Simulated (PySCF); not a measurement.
## Unknown compound

Molecular formula: C6H7ClO2Si. Simulated spectra:

1H NMR (400 MHz, computed): δ 6.54 (d, 1H), 6.37 (s, 1H), 5.68 (d, 1H), 5.39 (s, 1H), 5.01 (s, 3H).

13C{1H} NMR (computed): δ 148.5 (C), 147.1 (CH), 134.0 (CH), 132.4 (C), 115.4 (CH), 112.4 (CH).

[PySCF: NMR shieldings at PBE0/pcSseg-1/GIAO; GFN2-xTB structure; isolated molecule; equivalent nuclei averaged; one conformer; no relativistic terms]

Referencing at the same level of theory: 1H and 13C vs TMS.

Task: Deduce the structure.

Result: 
- Rings plus π bonds: 4 (1 ring in the answer).
- 6 carbon signals for 6 carbons: no two carbons are equivalent.
- Carbon types of the structure: 2 × C, 4 × CH, leaving 3 H on heteroatoms.
- δC 148.5, 147.1, 134.0: alkene carbon bearing oxygen.
- δC 132.4: fully substituted alkene carbon; as expected for a trigonal carbon in a double bond.
- δC 115.4: β carbon of an enol-ether or enamine type C=C.
- δC 112.4: alkene CH; an sp2 carbon of a C=C bond.
- δH 6.54, 6.37: hydrogen on an alkene carbon bearing oxygen; attached to an sp2 carbon and in the plane of the double bond.
- δH 5.68: hydrogen on a β carbon of an enol-ether or enamine type C=C; olefinic region.
- δH 5.39: hydrogen on an alkene CH; olefinic region.

Structure: SMILES Cl/C=C1\C(O[SiH3])=COC=C1.

This is the structure that produced the data.

Carbons that carry Cl, above all several Cl atoms, come out too deshielded, partly because spin–orbit coupling is missing. Shifts are as computed. Against solution values, carbons near 30 ppm lie about +3 ppm off and those near 130 ppm about +5 ppm; carbons on Cl a further +6 ppm. Of 1309 compounds with measured shifts, 239 miss one by over three times the rms of a fit or turn the order of signals round; such compounds aren't used in these exercises. No couplings were computed; multiplicities are counted from neighbouring protons, with m where these are inequivalent, close in shift, in a saturated or five-membered ring or joined by F or P, and br s for small geminal =CH2 splittings.
